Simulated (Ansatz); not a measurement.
The cluster Sr₄Te₄ (the lowest singlet isomer of a short search). Charge 0, multiplicity 1. Geometry r2SCAN-D4/def2-SVP, basis def2-TZVP, Ansatz.

```tsv
atom	x (Å)	y (Å)	z (Å)
Sr1	-0.180	0.172	3.617
Sr2	2.913	2.237	0.027
Sr3	-2.914	-2.236	-0.027
Sr4	0.182	-0.176	-3.617
Te5	-2.077	-2.094	-2.945
Te6	2.297	1.810	2.971
Te7	-2.606	-1.515	2.908
Te8	2.387	1.801	-2.934
```

```
run  HOMO (eV)  LUMO (eV)
  A      -4.38      -2.53
  B      -5.36      -1.77
  C      -5.23      -1.95
  D      -4.56      -2.75
  E      -4.56      -2.17
```

In the def2 sets Sr, Te take a core potential; there is no spin–orbit coupling. The structure comes from a short search, and lower isomers may exist.

Task: The runs used LDA (SPW92), PBE, PBE0, r2SCAN, r2SCAN0. Estimate which is which.

Result: A PBE (0 % exact exchange); B r2SCAN0 (25 % exact exchange); C PBE0 (25 % exact exchange); D LDA (SPW92) (0 % exact exchange); E r2SCAN (0 % exact exchange). Exact exchange lowers occupied and raises empty levels; among semilocal functionals meta-GGAs tend to open the gap a little, and such runs are hard to tell apart. The gap grows from 1.81 eV (LDA (SPW92)) to 3.59 eV (r2SCAN0).
